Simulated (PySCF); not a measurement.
# `C1=CBC(C=O)=C1`, C5H5BO

Molfile (atoms numbered from 1):
```
C5H5BO
     RDKit          3D

 12 12  0  0  0  0  0  0  0  0999 V2000
    2.8234    0.8344   -0.0031 O   0  0  0  0  0  0  0  0  0  0  0  0
    2.0892   -0.1222    0.0733 C   0  0  0  0  0  0  0  0  0  0  0  0
    0.6293   -0.0561    0.0342 C   0  0  0  0  0  0  0  0  0  0  0  0
   -0.1709   -1.1436    0.1246 C   0  0  0  0  0  0  0  0  0  0  0  0
   -1.6215   -0.7808    0.0577 C   0  0  0  0  0  0  0  0  0  0  0  0
   -1.7980    0.5489   -0.0777 C   0  0  0  0  0  0  0  0  0  0  0  0
   -0.3493    1.1894   -0.1105 B   0  0  0  0  0  0  0  0  0  0  0  0
    2.5097   -1.1577    0.1836 H   0  0  0  0  0  0  0  0  0  0  0  0
    0.1729   -2.1790    0.2346 H   0  0  0  0  0  0  0  0  0  0  0  0
   -2.4091   -1.5388    0.1160 H   0  0  0  0  0  0  0  0  0  0  0  0
   -2.7800    1.0201   -0.1455 H   0  0  0  0  0  0  0  0  0  0  0  0
   -0.0513    2.3492   -0.2200 H   0  0  0  0  0  0  0  0  0  0  0  0
  1  2  2  0
  2  3  1  0
  3  4  2  0
  4  5  1  0
  5  6  2  0
  6  7  1  0
  7  3  1  0
  2  8  1  0
  4  9  1  0
  5 10  1  0
  6 11  1  0
  7 12  1  0
M  END
```

The calculation used quadratic response CAM-B3LYP/def2-TZVPD first hyperpolarisability, Taylor convention, gas phase in PySCF. Geometry: PBE0-D3(BJ)/def2-SVP.

(1) What is the first hyperpolarisability, and how does it disperse?

Answers

(1) In au, Taylor convention; the vector part is βᵢ = ⅓ Σⱼ (βᵢⱼⱼ + βⱼᵢⱼ + βⱼⱼᵢ); β∥ is 3/5 of the vector part along the dipole, the dipole points from − to +:
```csv
process,λ (nm),β vector norm,β∥,β HRS,depolarisation ratio
"static β(0;0,0)",∞,323.8,111.4,142.2,4.19
"second harmonic β(−2ω;ω,ω)",1907,362.6,125.3,158.5,4.30
"Pockels β(−ω;ω,0)",1907,335.9,115.7,–,–
"Pockels β(−ω;ω,0)",1064,365.5,126.4,–,–
```

Second harmonics within 0.3 eV of the first excitation or beyond it are left out.

Task: Which lowest excitations, dipole and polarisabilities go with it?

Result: S1 2.54 eV (f = 0.016); S2 3.14 eV (f = 0.000); S3 4.42 eV (f = 0.000); dipole 4.41 D; isotropic α 75.1 au static, 75.5 au at 1907 nm, 76.5 au at 1064 nm, 76.9 au at 953.5 nm.
